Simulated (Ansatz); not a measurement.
Consider the ligand exchange at the Si–C bond: `C#C[SiH2]O` + H–F → `O[SiH2]F` + `C#C`.

Computed with Ansatz on PBE0-D4/def2-TZVP structures; ΔE is electronic, products minus reactants. CCSD(T)/CBS adds triple-zeta CCSD(T) − MP2 to the extrapolated MP2 energy (def2 sets, frozen cores). This one scheme is used for every species. Functionals use def2-TZVPP. B3LYP here is the variant with VWN-RPA as its local correlation; programs differ in this. HSE06 is defined as in plane-wave codes. One conformer a species, not always the lowest.

`C#C[SiH2]O`:

Cartesian coordinates in Å:
```
C -1.244 -0.975 1.473
C -0.675 -0.462 0.541
Si 0.189 0.337 -0.858
O 1.798 0.476 -0.564
H -1.749 -1.433 2.293
H -0.453 1.659 -1.068
H 0.065 -0.502 -2.068
H 2.069 0.901 0.251
```

H–F:

Z-matrix (Å, degrees):
```
F
H 1 0.920
```

`O[SiH2]F`:

```xyz
6

O    -0.842   -0.731    0.613
Si    0.094    0.255   -0.285
F     1.303   -0.551   -0.944
H    -0.506   -1.061    1.447
H    -0.764    0.768   -1.369
H     0.714    1.320    0.538
```

`C#C`:

Cartesian coordinates in Å:
```
C 0.182 0.308 -0.480
C -0.182 -0.308 0.480
H 0.507 0.855 -1.334
H -0.507 -0.855 1.334
```

(1) Is it downhill or uphill in electronic energy at CCSD(T)/CBS, and by how much? (An estimate is asked.)

(2) What do these levels give: B3LYP-D4, r2SCAN0-D4, HSE06-D4, BHLYP, CCSD(T)/def2-SVP, HF/CBS(def2)? (Estimate.)

Largest T1 diagnostic among the species: 0.013.

Answers

(1) Ansatz gave: Downhill: ΔE = -1.15 eV.

(2) Ansatz gave: B3LYP-D4 -1.18, r2SCAN0-D4 -1.18, HSE06-D4 -1.08, BHLYP -1.29, CCSD(T)/def2-SVP -1.14, HF/CBS(def2) -1.37 eV.

The D4 term adds +0.06 eV with B3LYP and +0.03 eV with PBE0; it sums over pairs of atoms, weighted by their polarisabilities, and B3LYP, whose exchange is more repulsive, gets the larger term. From BLYP to BHLYP (50 % exact exchange), in def2-TZVPP and without D4, ΔE moves by −0.06 eV.
